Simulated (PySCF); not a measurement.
# C₆ coefficients of unlike pairs at UHF

Calculated with PySCF 2.14 from the dipole response of each species, C₆(A,B) = (3/π) ∫ α_A(iu) α_B(iu) du, in atomic units, from isotropic polarisabilities. For ions this is the dispersion term alone; charge-induced terms of lower order in 1/R come first.

```json
{"species": "Cu+", "configuration": "[Ar] 3d10 (1S)", "basis": "aug-cc-pwCVTZ-DK (10s9p7d4f3g)", "relativity": "spin-free X2C", "α (bohr³)": "4.880", "C₆ (like pair)": "15.05"}
{"species": "Pt", "configuration": "[Xe] 4f14 5d9 6s1 (3D)", "basis": "aug-cc-pVDZ-PP with ECP60MDF (5s5p4d2f)", "relativity": "core potential", "α (bohr³)": "52.47", "C₆ (like pair)": "457.5"}
{"species": "P(3+)", "configuration": "[Ne] 3s2 (1S)", "basis": "aug-cc-pCVQZ-DK (10s9p7d5f3g)", "relativity": "spin-free X2C", "α (bohr³)": "7.086", "C₆ (like pair)": "18.51"}
{"species": "Si", "configuration": "[Ne] 3s2 3p2 (3P)", "basis": "aug-cc-pCVTZ-DK (8s7p5d3f)", "relativity": "spin-free X2C", "α (bohr³)": "38.54", "C₆ (like pair)": "318.2"}
```

(1) Estimate C₆ for Si with Cu+.

No spin-orbit coupling is included.

The other pairs:

```json
{"pair": "P(3+), Pt", "C₆": "88.47"}
{"pair": "Si, P(3+)", "C₆": "74.31"}
{"pair": "Si, Pt", "C₆": "376.4"}
{"pair": "P(3+), Cu+", "C₆": "15.60"}
{"pair": "Pt, Cu+", "C₆": "72.98"}
```

## Answers

(1) The integral gives 58.43. The combination rule 2 C_A C_B / (C_A α_B/α_A + C_B α_A/α_B) gives 60.18 and the geometric mean 69.21.
